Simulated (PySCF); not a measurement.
F₂H₂SSi, SMILES F[SiH](F)S. The structure is a stationary point at PBE0-D3(BJ)/def2-SVP. One conformer was computed; it need not be the lowest.

The numbers are results of PBE0-D3(BJ)/def2-SVP run with PySCF, not measurements.

Harmonic wavenumbers (cm⁻¹): 113, 202, 269, 342, 535, 729, 821, 843, 892, 988, 2324, 2709. Rotational constants (GHz): 6.621, 3.317, 2.446; symmetry number 1.

Work out the zero-point energy and the ideal-gas rigid-rotor harmonic-oscillator thermochemistry at 298.15 K and 1 atm.

ZPE = ½ Σ hcν = ½ × 10767 cm⁻¹ = 64.40 kJ/mol. H − E(el) = 81.23 kJ/mol. Entropy in J/(mol K): translation 166.20, rotation 109.60, vibration 40.16, total 315.97. G − E(el) = -12.98 kJ/mol. Cp = 79.91 J/(mol K). Modes under 150 cm⁻¹ make the vibrational entropy uncertain.
